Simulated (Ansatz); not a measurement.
This geometry of CdH2OS (5 atoms, charge 0, multiplicity 1) is a first-order saddle point.

Theory: RKS r2SCAN-D4/def2-SVP (Ansatz).

```xyz
5
Properties=species:S:1:pos:R:3
O -1.255 -1.686 0.209
Cd -0.348 0.061 0.128
S 0.536 2.220 0.109
H -0.668 -2.397 -0.086
H 1.734 1.801 -0.359
```

(1) Which two structures does it join? (They come from a converged band through this point; their orientation in space is the band's.)

(2) How far does it lie above each of them?

Answers

(1) No bond is made or broken.  The two ends are copies of one structure, up to a mirror image or an exchange of like atoms.

Initial state:

```xyz
5
Properties=species:S:1:pos:R:3
O -0.588 -1.675 1.089
Cd -0.239 0.043 0.192
S 0.184 2.131 -0.752
H -0.846 -2.347 0.441
H 1.490 1.848 -0.970
```

Final state:

```xyz
5
Properties=species:S:1:pos:R:3
O -1.017 -1.737 -0.531
Cd -0.302 0.034 -0.051
S 0.492 2.176 0.409
H -0.912 -2.357 0.205
H 1.738 1.885 -0.032
```

(2) 0.7 kcal/mol above the first and 0.7 kcal/mol above the second. This is the barrier of this one path; another mechanism may lie lower.

Run time: 4 min on 1 thread of Intel(R) Xeon(R) Processor @ 2.70GHz, on a shared host, peak memory 0.15 GiB.
